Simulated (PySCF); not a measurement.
Species: C₂H₁₁GeNSi.
Z-matrix (Å and degrees, PBE0-D3(BJ)/def2-SVP geometry), rows numbered from 1:
```
C 
N   1  1.4418
C   2  1.4404  1  113.83
Si  2  1.7387  1  120.67  3   160.16
Ge  4  2.3839  2  110.22  1   158.33
H   1  1.1096  2  113.01  3   -64.27
H   1  1.1059  2  110.64  3    55.95
H   1  1.1005  2  110.74  3   174.93
H   3  1.1094  2  113.05  1    63.33
H   3  1.1010  2  111.08  1  -176.00
H   3  1.1060  2  110.75  1   -56.96
H   4  1.4959  2  107.29  1    38.85
H   4  1.5070  2  115.30  1   -79.61
H   5  1.5416  4  109.96  2  -170.76
H   5  1.5412  4  110.89  2   -51.03
H   5  1.5424  4  112.24  2    69.61
```

Level: PBE0/def2-SVPD in PySCF, non-relativistic, on one gas-phase PBE0-D3(BJ)/def2-SVP geometry that isn't relaxed in the solvent. The solvent is an IEF-PCM continuum (Bondi radii, 1.10 Å for H, scaled by 1.2). Only the electrostatic response of the medium enters. Spin–orbit coupling is left out although an atom past zinc is present.

Gas phase at PBE0/def2-SVPD: HOMO -6.39 eV, LUMO 0.11 eV, dipole 1.19 D.

Q: What does the continuum do to the energy, the frontier levels and the dipole at PBE0/def2-SVPD in cyclohexane and dimethylsulfoxide?

A: 
| solvent | ε | E(solvent) − E(gas) (kJ/mol) | polarisation term (kJ/mol) | distortion of the solute (kJ/mol) | HOMO (eV) | LUMO (eV) | dipole (D) |
| --- | --- | --- | --- | --- | --- | --- | --- |
| cyclohexane | 2.017 | -1.77 | -1.84 | 0.07 | -6.31 | 0.17 | 1.32 |
| dimethylsulfoxide | 46.83 | -4.66 | -5.17 | 0.51 | -6.26 | 0.20 | 1.51 |

Polarisation term: ½ Σ q·V over the induced surface charges. Distortion: the rise of the solute's own energy as its density leaves the gas-phase optimum. From cyclohexane to dimethylsulfoxide the lowering changes by a factor 2.63, Onsager's factor (ε − 1)/(2ε + 1) by 2.40 and ε itself by 23.2.

Q: Which radius a makes the point-dipole formula ΔE = −[(ε − 1)/(2ε + 1)]·μ²/a³ give the value in dimethylsulfoxide, with the gas-phase dipole?

A: μ = 0.467 au and |ΔE| = 0.00178 Eh give a = 2.07 Å; the farthest nucleus lies 3.90 Å from the centroid of the nuclei, so such a sphere wouldn't even hold the nuclei. The formula assumes a rigid point dipole at the centre of a sphere.

Q: How does the static polarisability (PBE0/def2-SVPD, frozen core, with the continuum's full static response) change?

A: 
```json
{"medium": "gas", "isotropic (au)": "98.0", "principal values (au)": "83.5, 94.3, 116.2", "⟨r²⟩ of the electrons (bohr²)": "1232.8"}
{"medium": "cyclohexane", "isotropic (au)": "110.8", "principal values (au)": "95.1, 107.3, 130.1", "⟨r²⟩ of the electrons (bohr²)": "1232.6"}
{"medium": "dimethylsulfoxide", "isotropic (au)": "136.1", "principal values (au)": "122.4, 133.2, 152.7", "⟨r²⟩ of the electrons (bohr²)": "1232.3"}
```

The isotropic value in dimethylsulfoxide is 1.39 times the gas-phase one; no cavity-field correction is applied. ⟨r²⟩ is taken about the centre of nuclear charge.

Hardware: an Arm Neoverse V1 with one thread, shared host. Cost: 29 s wall, 0.90 GiB resident at most. This is the whole response run at PBE0/def2-SVPD in dimethylsulfoxide, SCF included.
